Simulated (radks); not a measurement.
Values are calculated unless marked as measured or tabulated.
Tc IV, configuration [Ar] 3d10 4s1.75 4p6 4d4 5s0.25 (fractional occupations, a model configuration). Code: a radial shooting solver on a logarithmic mesh with Libxc functionals. Model: Dirac Kohn-Sham, AM05, spin-unpolarised, spherical densities, finite nucleus; open shells fill j = l - 1/2 first; Fermi nuclear charge, rms radius 4.4112 fm.

Spin-orbit splittings of the eigenvalues, e(l+1/2) - e(l-1/2), with zeta = 2 splitting/(2l+1) and mean radii in bohr:

shell  occ.  splitting (eV)  zeta (eV)  <r> j=l-1/2  <r> j=l+1/2
2p        6           118.0      78.68       0.1272       0.1318
3p        6           19.76      13.18       0.4093       0.4199
3d       10           3.805      1.522       0.3969       0.4004
4p        6           3.068      2.046        1.134        1.162
4d        4          0.3603     0.1441        1.491        1.503
